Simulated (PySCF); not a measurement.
C2H6GeO2S.
Bonds: C1–S2, S2–Ge3, Ge3–C4, C4–O5 (double), C4–O6. Hydrogens: H7, H8, H9 on C1; H10, H11 on Ge3; H12 on O6.

Vertical excitations from PySCF (density fitting, frozen core in the response, grid level 2 and gas phase unless stated; continuum runs use non-equilibrium linear response for the excitations) on a GFN2-xTB geometry. Reference run:

| settings | S1, eV (f) | S2, eV (f) | S3, eV (f) | S4, eV (f) | S5, eV (f) | S6, eV (f) | T1, eV (Tamm–Dancoff) | mean α (au) |
| --- | --- | --- | --- | --- | --- | --- | --- | --- |
| PBE0/def2-SVPD, full TDDFT, 6 singlets | 4.55 (0.012) | 5.28 (0.008) | 5.78 (0.001) | 6.04 (0.015) | 6.40 (0.009) | 6.67 (0.022) | 4.07 | 84.9 |

Task: What do these settings give: mPW1PW91/Sadlej pVTZ, full TDDFT, 25 singlets?

Result: 
```
                                     settings    S1, eV (f)    S2, eV (f)    S3, eV (f)    S4, eV (f)    S5, eV (f)    S6, eV (f)  T1, eV (Tamm–Dancoff)  mean α (au)
mPW1PW91/Sadlej pVTZ, full TDDFT, 25 singlets  4.56 (0.012)  5.26 (0.008)  5.66 (0.008)  5.67 (0.006)  6.21 (0.015)  6.29 (0.042)                   4.08         86.0
```

S1 moves by +0.01 eV; functional and basis change together, so the shift can't be laid on one. States are counted by energy in each run and needn't keep their character from row to row.

Task: Which orbital pairs make up S1 in each run, and how does it sit against the orbital gap?

Result: 
```json
{"settings": "PBE0/def2-SVPD, full TDDFT, 6 singlets", "S1 configurations (weight)": "H→L 0.93", "S1 (eV)": "4.55", "orbital gap (eV)": "5.89", "S1 − gap (eV)": "-1.34"}
{"settings": "mPW1PW91/Sadlej pVTZ, full TDDFT, 25 singlets", "S1 configurations (weight)": "H→L 0.92", "S1 (eV)": "4.56", "orbital gap (eV)": "5.91", "S1 − gap (eV)": "-1.35"}
```

 The PBE0/def2-SVPD calculation is non-relativistic and has no spin–orbit coupling, an omission that weighs most on germanium.

The values belong to the conformer `[CH3:1][S:2][GeH2:3][C:4](=[O:5])[OH:6]`: C1–S2–Ge3–C4 59°, S2–Ge3–C4–O5 97°, H–O6–C4–Ge3 180°.
